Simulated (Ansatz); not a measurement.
Cost and result for the atomization energy of BH₇O₄Si (13 atoms, 11 bonds).

```csv
atom,x (Å),y (Å),z (Å)
O1,0.7313,-2.7737,-1.4771
B2,0.4874,-1.6266,-0.7832
O3,-0.4761,-0.6929,-1.1453
O4,1.2349,-1.4039,0.3209
O5,-0.3020,1.9398,-0.1997
Si6,-0.3698,1.9681,1.4341
H7,0.2127,-2.9075,-2.2698
H8,-0.9951,-0.9091,-1.9211
H9,1.0174,-0.5971,0.7973
H10,-0.4316,1.0787,-0.6257
H11,0.4579,0.8630,2.0189
H12,-1.7499,1.7961,1.9638
H13,0.1828,3.2651,1.8869
```

Charge 0, multiplicity 1. The bonds changed during the relaxation, so this is another structure than the one it started from. The geometry is a stationary point of PBE0-D4/def2-TZVP. It is one conformer, not always the lowest. Program: Ansatz. All runs use 4 threads of an Arm Neoverse V2 on a shared host. Times are those of one run each, without the atoms' runs, and a repeat can differ threefold. Electronic energies, without spin–orbit coupling; frozen cores. CCSD(T)/CBS adds CCSD(T) − MP2 in def2-TZVPP to the MP2 limit, and its time is that of the two runs behind it. T1 = 0.012. B3LYP takes the VWN-RPA correlation (the form of Gaussian; ORCA's B3LYP/G).

CCSD(T)/CBS is a level of theory with its own doubt, some kJ/mol a heavy atom from the limit and from the frozen cores, so smaller differences don't rank the functionals.

```
                             level  functions  wall time  atomization (kcal/mol)  difference from CCSD(T)/CBS  per bond
            LDA (SPW92)/def2-TZVPP        295      1.6 s                  1372.9                        172.0      15.6
              revPBE-D4/def2-TZVPP        295      2.7 s                  1175.4                        -25.5      -2.3
                PBE0-D4/def2-TZVPP        295      3.9 s                  1182.3                        -18.6      -1.7
           CAM-B3LYP-D4/def2-TZVPP        295      4.4 s                  1203.5                          2.6       0.2
r2SCAN-D4/def2-TZVPP (with forces)        295        6 s                  1198.0                         -2.9      -0.3
 B3LYP-D4/def2-TZVPP (with forces)        295        6 s                  1193.0                         -7.9      -0.7
                 B2PLYP/def2-TZVPP        295        7 s                  1184.8                        -16.1      -1.5
                 B97M-V/def2-TZVPP        295       10 s                  1195.3                         -5.6      -0.5
                ωB97X-V/def2-TZVPP        295       10 s                  1195.5                         -5.4      -0.5
                  CCSD(T)/def2-SVP        123       14 s                  1122.5                        -78.4      -7.1
                    MP2/def2-QZVPP        565       34 s                  1216.0                         15.1       1.4
                CCSD(T)/def2-TZVPP        295    8.4 min                  1167.2                        -33.7      -3.1
                 CCSD(T)/CBS(def2)          –    8.9 min                  1200.9                          0.0       0.0
```

In def2-TZVPP, CCSD(T) changes the Hartree–Fock value by +304.0 kcal/mol (the triples alone add +16.7 kcal/mol) and MP2 by +332.7 kcal/mol; breaking electron pairs costs correlation energy, which Hartree–Fock lacks. From BLYP to BHLYP (50 % exact exchange), in def2-TZVPP and without D4, the atomization energy moves by −37.8 kcal/mol: exact exchange takes away binding that semilocal exchange gives to molecules. At CCSD(T), def2-SVP lies −78.4 kcal/mol from the extrapolated value and def2-TZVPP −33.7 kcal/mol: correlation converges slowly with the basis, and small sets miss more of it in the bonded molecule than in its fragments.
